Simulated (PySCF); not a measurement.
C₃H₁₀OSi₂, SMILES O=C[Si](C)([SiH3])C.

Geometry: B3LYP-D3(BJ)/def2-SVP. This is a generated structure with no PubChem entry under its InChIKey; it may be hypothetical. Other conformers were not sampled.

Two levels are set side by side: TDA-PBE/def2-SVPD (PySCF) and TDA-CAM-B3LYP/def2-SVPD (PySCF). Vertical, same geometry. The lowest singlet is HOMO→LUMO 99 % with PBE and HOMO→LUMO 91 % with the other functional; states are paired by order. Differences are taken from unrounded values.

| quantity | TDA-PBE |
|---|---|
| lowest singlet excitation (eV) | 3.02 |
| lowest triplet excitation (TDA) (eV) | 2.30 |
| first bright state (f over 0.05) (eV) | 4.64 |
| its oscillator strength | 0.05 |

### Question
These are the TDA-PBE values. What does TDA-CAM-B3LYP give? (An estimate is asked for; the answer gives what the named calculation found.)

### Answer

```csv
quantity,TDA-CAM-B3LYP,TDA-PBE minus TDA-CAM-B3LYP
lowest singlet excitation (eV),3.19,-0.17
lowest triplet excitation (TDA) (eV),2.48,-0.18
first bright state (f over 0.05) (eV),6.06,-1.42
its oscillator strength,0.11,-0.06
```

A lower first singlet is the usual sign of a functional without exact exchange. Differences between two approximate levels are no errors against the true value.

Rough cost on one machine, each run with all the roots and properties that it gave: TDA-CAM-B3LYP against TDA-PBE about 5 times.
